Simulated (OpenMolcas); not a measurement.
# How basis sets differ on CH3BN2 (SMILES NB1C=N1)

The species is CH3BN2 (7 atoms), meant as a singlet with charge 0. As SMILES, `NB1C=N1`. The coordinates come from a GFN2-xTB relaxation.

Each level gives the dipole moment (D). The values are calculated.

```
                            level          kind     program  value (D)
                        HF/STO-3G  Hartree–Fock  OpenMolcas       2.45
                         HF/3-21G  Hartree–Fock  OpenMolcas       3.15
HF/4-31G (Cholesky decomposition)  Hartree–Fock  OpenMolcas       3.17
                      HF/def2-SVP  Hartree–Fock  OpenMolcas       2.89
```

The values span 2.45 to 3.17 D. Sets without polarisation functions give poor dipoles.
